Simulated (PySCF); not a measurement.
## B²⁺ (boron, charge +2): UHF calculation

Configuration: [He] 2p1, 2P determinant (an excited configuration). Calculation: PySCF 2.14, in x2c-QZVPPall with one added diffuse shell each of s, p, d, f type (8s5p4d3f1g, 73 functions); scalar relativity by spin-free X2C-1e.

```
Total energy                                                  : -23.160094 hartree
One-electron energy                                           : -27.6046 hartree
Hartree (Coulomb) energy                                      : 7.6768 hartree
Exchange energy                                               : -3.2323 hartree
⟨S²⟩                                                          : 0.7500
⟨L²⟩                                                          : 2.000
Sum of ⟨r⟩                                                    : 2.236 bohr
Sum of ⟨r²⟩                                                   : 3.326 bohr²
Traceless quadrupole moment −½Σ⟨3z² − r²⟩ along its main axis : -1.22 e·bohr²
Langevin diamagnetic susceptibility                           : -2.63 ×10⁻⁶ cm³/mol
```

```tsv
shell	electrons	mean orbital energy (eV)	rms radius, mean of both spins (bohr)
1s α	1	-239.06	0.379
1s β	1	-238.43	0.379
2p α	1	-31.788	1.74
```

Spin-orbit constants ζ (cm⁻¹) from the X2C one-electron operator on these orbitals: bare nucleus, nucleus screened by l(l+1)(2l+1)/3 electrons, and screened by the Breit-Pauli mean field of the electrons.

```json
{"shell": "2p", "bare": "44.72", "screened nucleus": "26.83", "mean field": "21.26"}
```

To first order the Landé constant is A = 21.26 cm⁻¹, so the lowest level has J = 1/2 and lies 0.00264 eV below the centre of the term.
